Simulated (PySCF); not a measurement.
C3H8N2Si, SMILES [SiH](N)(N)CC#C.

Coordinates come from a B3LYP-D3(BJ)/def2-SVP optimisation. The structure was generated by enumeration, and PubChem lists no compound with its InChIKey, so it may never have been made. One conformer was computed; it need not be the lowest.

Method: SMD-ωB97X/def2-SVP (PySCF).

Solvation free energies are E(SMD) − E(gas) at the gas-phase geometry, for 1 M in both phases. In vacuum the dipole moment is 1.39 D.

Computed solvation free energies in water, chloroform, diethylether:
```csv
solvent,ΔG(solv) (kcal/mol),its non-electrostatic (CDS) part,dipole (D)
water,-2.4,6.1,1.78
chloroform,-4.9,1.1,1.67
diethylether,-4.5,1.2,1.66
```
